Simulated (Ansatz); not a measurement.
This geometry of a periodic cell of 17 atoms, LiAl$_{16}$ (surface Al(110), adsorbate Li) is a first-order saddle point. Atoms 1 to 4 are held.

The calculation used Ansatz 0.2.0, DFT PBE, scalar-relativistic, plane waves, PAW. Settings: cutoff 420 eV, k mesh 3x4x1, gaussian smearing 0.05 eV, no spin polarisation.

```xyz
17
Lattice="8.1000 0.0000 0.0000 0.0000 5.7276 0.0000 0.0000 0.0000 16.2957" Properties=species:S:1:pos:R:3
Al 2.025 1.432 1.000
Al 6.075 1.432 1.000
Al 2.025 4.296 1.000
Al 6.075 4.296 1.000
Al 0.048 0.000 2.338
Al 4.024 0.000 2.341
Al 0.013 2.864 2.332
Al 4.058 2.864 2.338
Al 2.065 1.447 3.914
Al 6.113 1.384 3.798
Al 2.065 4.281 3.914
Al 6.113 4.344 3.798
Al 0.040 0.000 5.248
Al 4.108 0.000 5.249
Al -0.122 2.864 5.158
Al 4.268 2.864 5.167
Li 2.068 2.864 6.617
```

Problem. Which two structures does it join? (They come from a converged band through this point; their orientation in space is the band's.)

Solution. The atom that moves furthest is Li17, by 2.86 Å; four of its nearest neighbours are Al9 2.82, Al15 2.84, Al13 2.84, Al16 2.84 Å at the first end and Al11 2.82, Al13 2.84, Al15 2.84, Al14 2.84 Å at the last.

Initial state:

```xyz
17
Lattice="8.1000 0.0000 0.0000 0.0000 5.7276 0.0000 0.0000 0.0000 16.2957" Properties=species:S:1:pos:R:3
Al 2.025 1.432 1.000
Al 6.075 1.432 1.000
Al 2.025 4.296 1.000
Al 6.075 4.296 1.000
Al 0.023 -0.003 2.336
Al 4.066 -0.003 2.334
Al 0.023 2.867 2.336
Al 4.066 2.867 2.334
Al 2.082 1.432 3.799
Al 6.129 1.432 3.884
Al 2.084 4.296 3.836
Al 6.129 4.296 3.891
Al 0.091 -0.014 5.210
Al 4.101 -0.016 5.214
Al 0.091 2.877 5.210
Al 4.101 2.879 5.214
Li 2.095 1.432 6.617
```

Final state:

```xyz
17
Lattice="8.1000 0.0000 0.0000 0.0000 5.7276 0.0000 0.0000 0.0000 16.2957" Properties=species:S:1:pos:R:3
Al 2.025 1.432 1.000
Al 6.075 1.432 1.000
Al 2.025 4.296 1.000
Al 6.075 4.296 1.000
Al 0.023 0.003 2.336
Al 4.066 0.003 2.334
Al 0.023 2.861 2.336
Al 4.066 2.860 2.334
Al 2.084 1.432 3.836
Al 6.129 1.432 3.891
Al 2.082 4.296 3.799
Al 6.129 4.296 3.884
Al 0.091 0.014 5.210
Al 4.101 0.016 5.214
Al 0.091 2.850 5.210
Al 4.101 2.848 5.214
Li 2.095 4.296 6.617
```

Problem. How far does it lie above each of them?

Solution. 0.207 eV above the first and 0.207 eV above the second. This is the barrier of this one path; another mechanism may lie lower. Limits of this set-up: coarse k mesh, thin slab, slab without dipole correction, a typed lattice constant that wasn't relaxed here.

Time of the run: 15 min on 2 threads of AMD EPYC 7R43 64-Core Processor (Zen 3) (shared host), peak memory 2 GiB.
